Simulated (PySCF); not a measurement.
C7H12N (doublet state).
Cartesian coordinates in Å at the GFN2-xTB level; atoms count from 1:
```xyz
20
C7H12N angstrom
C      2.525   -0.007    0.192
N      1.087    0.041    0.189
C      0.523    1.125   -0.624
C     -0.873    0.689   -0.894
C     -2.032    0.995    0.016
C     -1.969   -0.475    0.478
C     -0.959   -0.800   -0.646
C      0.459   -1.201   -0.250
H      2.851   -0.800    0.865
H      2.913    0.942    0.558
H      2.950   -0.200   -0.808
H      1.079    1.237   -1.574
H      0.586    2.070   -0.079
H     -1.854    1.760    0.773
H     -2.956    1.231   -0.511
H     -2.909   -1.023    0.433
H     -1.522   -0.578    1.462
H     -1.369   -1.431   -1.434
H      0.486   -1.930    0.565
H      0.977   -1.633   -1.123
```

The hyperfine couplings belong to this conformer and change with its torsions.

Identity: `N1(C[C@@H]2[C](C1)CC2)C` [radical].

Method used: UKS B3LYP, pcH-1 on C H N, non-relativistic, mean-field spin-orbit, GIAO (PySCF 2.14.0). One conformer (not necessarily the lowest) at the GFN2-xTB geometry, without solvent, vibrations or thermal averaging. Couplings are sensitive to structure, and on GFN2-xTB geometries they can be far from those on DFT ones. Stability of the SCF solution: not tested.

(1) Match the computed a_iso(13C) values +226.1, +57.8, -16.2, +15.7, -10.5, -3.0 MHz with the sites C3; C4; C5; C6; C7; C8.

Results:

(1) 
| site | a_iso (MHz) | ρ(0) (bohr⁻³) | position | distance from C4 (Å) | spin population | largest \|T\| (MHz) |
| --- | --- | --- | --- | --- | --- | --- |
| C3 | -3.0 | -0.0027 | 1 bond from C4 | 1.49 | -0.06 | 3.7 |
| C4 | +226.1 | +0.2011 | largest spin population | 0.00 | +0.94 | 149.1 |
| C5 | -10.5 | -0.0094 | 1 bond from C4 | 1.51 | -0.04 | 8.3 |
| C6 | +57.8 | +0.0514 | 2 bonds from C4 | 2.11 | +0.03 | 7.5 |
| C7 | -16.2 | -0.0144 | 1 bond from C4 | 1.51 | -0.04 | 6.3 |
| C8 | +15.7 | +0.0140 | 2 bonds from C4 | 2.40 | +0.01 | 3.6 |

ρ(0) is the spin density at the nucleus and T the dipolar tensor; entries for several nuclei are means. The largest Mulliken spin population is on C4 (+0.94). The angles at C4 add up to 325.1°, so it is pyramidal.

β density exceeds α density at some nuclei, such as C7 (-0.0144), C5 (-0.0094) and C3 (-0.0027), spin density in bohr⁻³. In a single determinant that takes different orbitals for the two spins, that is spin polarisation.

Nuclei that the bonding pattern makes equivalent are averaged, as if the motion that swaps them (rotation, inversion, ring flip) were fast.
